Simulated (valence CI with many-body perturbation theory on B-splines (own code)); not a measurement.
Results of a calculation; reference values are marked as such.
Hyperfine factors and g values of I XXXIX

Method: configuration interaction combined with many-body perturbation theory (CI+MBPT): five valence electrons over a frozen Dirac-Fock core [Ne], radial functions for each j: 11 s, 11 p, 10 d, 8 f, 5 g, 2 h, with the one-electron correlation potential Σ1, the two-electron term Σ2, the three-electron term Σ3, Breit, model QED; selected CI, second order for the rest, scaled by the run's own slope (own B-spline code, finite nucleus).

The last digits are not significant, and no measured levels were compared; by estimate large intervals hold to a few tenths of a per cent, small ones and those within an open d or f shell to about a per cent. Among the levels kept, up to 4700 cm⁻¹ of a level comes from second order outside the variational space, and about a tenth of that is noise between levels of different J, which matters for small intervals.

A/g_I is the dipole constant over the nuclear g factor μ/I (μ in nuclear magnetons, uniformly magnetised nucleus), B/Q the quadrupole constant per barn. Both hold the static response of the core; the bare values leave it out. Large factors of s and p1/2 electrons are usually good to 5 to 10 %; those of open d and f shells near neutrality can be off by tens of per cent, and small factors of p3/2, d and f electrons come from cancelling terms and can be off by a factor of two or in sign, in half-filled shells by more. B is blank for J = 1/2, where it vanishes, and for nearly pure S terms. Energies count from the lowest level.

Levels are named by their leading jj configuration (3d3/2^4 stands for four electrons in 3d with j = 3/2), which in mixed levels can hold well under half, so a name can repeat and another be missing. Letters in brackets count levels of one name in rising energy.

```
                             Level  E (eV)      g  A/g_I (MHz)  A/g_I bare  B/Q (MHz/b)  B/Q bare
        (3s^2 3p1/2^2 3p3/2) J=3/2    0.00  1.406        60700       60700       108000    106000
        (3s^2 3p1/2 3p3/2^2) J=3/2   64.64  1.432        -1970        -321        25300     24800
        (3s^2 3p1/2 3p3/2^2) J=5/2   72.60  1.194       136000      133000         -358      -348
        (3s^2 3p1/2 3p3/2^2) J=1/2   82.41  0.658       416000      405000                       
        (3s^2 3p1/2^2 3d3/2) J=3/2  147.79  0.795        26600       27700         6610      7640
              (3s^2 3p3/2^3) J=3/2  148.10  1.281        68100       67700      -133000   -130000
        (3s 3p1/2^2 3p3/2^2) J=5/2  161.15  1.424       195000      191000         7910      8300
        (3s^2 3p1/2^2 3d5/2) J=5/2  178.79  1.261       109000      108000        59300     59100
        (3s 3p1/2^2 3p3/2^2) J=1/2  187.94  2.222      1090000     1060000                       
        (3s 3p1/2^2 3p3/2^2) J=3/2  189.19  1.156      -106000     -101000       -30000    -29400
(3s^2 3p1/2 3p3/2 3d3/2) J=5/2 [a]  212.32  0.962       106000      104000       -20900    -20000
(3s^2 3p1/2 3p3/2 3d3/2) J=3/2 [a]  212.97  0.937        93800       93000       -75600    -74200
(3s^2 3p1/2 3p3/2 3d3/2) J=1/2 [a]  213.68  0.235       145000      143000                       
    (3s^2 3p1/2 3p3/2 3d3/2) J=7/2  219.82  1.076        97700       96800        88400     87600
(3s^2 3p1/2 3p3/2 3d5/2) J=3/2 [a]  225.47  1.465       101000       99800       -61000    -59600
(3s^2 3p1/2 3p3/2 3d5/2) J=7/2 [a]  229.18  1.307        -8630       -6750       132000    131000
(3s^2 3p1/2 3p3/2 3d5/2) J=5/2 [a]  231.96  1.175       163000      160000      -109000   -106000
    (3s^2 3p1/2 3p3/2 3d5/2) J=9/2  237.40  1.209        73300       72900        97500     97200
(3s^2 3p1/2 3p3/2 3d3/2) J=5/2 [b]  238.66  1.302        43300       44300        70000     68900
(3s^2 3p1/2 3p3/2 3d3/2) J=1/2 [b]  242.67  1.529       253000      247000                       
(3s^2 3p1/2 3p3/2 3d3/2) J=3/2 [b]  243.24  1.245         2210        4170         4910      4430
      (3s 3p1/2 3p3/2^3) J=3/2 [a]  250.19  1.198        38000       38800       -63000    -61600
(3s^2 3p1/2 3p3/2 3d5/2) J=7/2 [b]  252.54  1.080        83800       82800        42300     42700
(3s^2 3p1/2 3p3/2 3d5/2) J=5/2 [b]  254.21  1.153        65700       65300         5240      6110
    (3s^2 3p1/2 3p3/2 3d5/2) J=1/2  254.57  1.577      -151000     -144000                       
(3s^2 3p1/2 3p3/2 3d5/2) J=3/2 [b]  261.07  1.021       121000      119000       -18500    -18100
(3s^2 3p1/2 3p3/2 3d5/2) J=5/2 [c]  263.32  1.248       180000      176000       -75300    -73800
      (3s 3p1/2 3p3/2^3) J=3/2 [b]  274.00  1.178       131000      129000        22600     22300
          (3s 3p1/2 3p3/2^3) J=1/2  277.11  1.194      -107000     -103000                       
        (3s^2 3p3/2^2 3d5/2) J=7/2  303.45  1.268        36800       37500        25800     25700
        (3s^2 3p3/2^2 3d5/2) J=1/2  305.15  1.035        98200       95800                       
        (3s^2 3p3/2^2 3d5/2) J=9/2  306.50  1.225        39000       39400        81100     81100
        (3s^2 3p3/2^2 3d3/2) J=5/2  306.67  1.196        90800       90100       -27700    -27500
    (3s^2 3p3/2^2 3d3/2) J=3/2 [a]  307.46  1.169        32500       33400       -41000    -40800
        (3s^2 3p3/2^2 3d3/2) J=1/2  307.93  1.844       101000      101000                       
        (3s^2 3p3/2^2 3d3/2) J=7/2  310.11  1.082        52800       52900        12900     14100
(3s 3p1/2^2 3p3/2 3d3/2) J=5/2 [a]  312.18  1.344       210000      207000        27400     26600
(3s 3p1/2^2 3p3/2 3d3/2) J=3/2 [a]  313.41  1.419       182000      179000        -5270     -5850
(3s 3p1/2^2 3p3/2 3d3/2) J=1/2 [a]  313.88  2.725       669000      655000                       
    (3s 3p1/2^2 3p3/2 3d3/2) J=7/2  316.07  1.372       202000      199000        74700     73900
```

**Question.** Take the isotope of mass number 129, with I = 7/2, μ = 2.6165 μN and Q = -0.483 b. What is the hyperfine structure of (3s^2 3p1/2^2 3d5/2) J=5/2?

**Answer.** From the table A = 81400 MHz, B = -28600 MHz. Shifts from the centre of gravity in MHz: F = 1: -931000, F = 2: -760000, F = 3: -507000, F = 4: -175000, F = 5: 231000, F = 6: 705000.
